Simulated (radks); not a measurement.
Question: The mean radii <r> (bohr) of the occupied orbitals of an atom or ion are listed with their occupations. Method: Dirac Kohn-Sham, PBEsol, spin-unpolarised, spherical densities, point nucleus; computed with a radial shooting solver on a logarithmic mesh with Libxc functionals.

| orbital | occ. | <r> |
|---|---|---|
| 1s1/2 | 2 | 0.03264 |
| 2s1/2 | 2 | 0.1416 |
| 2p1/2 | 2 | 0.1203 |
| 2p3/2 | 4 | 0.1252 |
| 3s1/2 | 2 | 0.3907 |
| 3p1/2 | 2 | 0.3833 |
| 3p3/2 | 4 | 0.3940 |
| 3d3/2 | 4 | 0.3685 |
| 3d5/2 | 6 | 0.3720 |
| 4s1/2 | 2 | 0.9802 |
| 4p1/2 | 2 | 1.061 |
| 4p3/2 | 4 | 1.092 |
| 4d3/2 | 4 | 1.579 |
| 4d5/2 | 4 | 1.606 |
| 5s1/2 | 1 | 3.277 |

Name the element and its charge. Open shells, if any, fill j = l - 1/2 first.

Answer: Z = 45, rhodium, charge 0: Rh in [Kr] 4d8 5s1. The 1s radius gives Z: for a bare nucleus <r> = (2 gamma + 1)/(2Z) with gamma = sqrt(1 - (Z/c)^2), 0.0321 bohr for Z = 45, and screening makes it slightly larger (0.03264 here). The occupations add up to 45, and the charge is Z minus that.
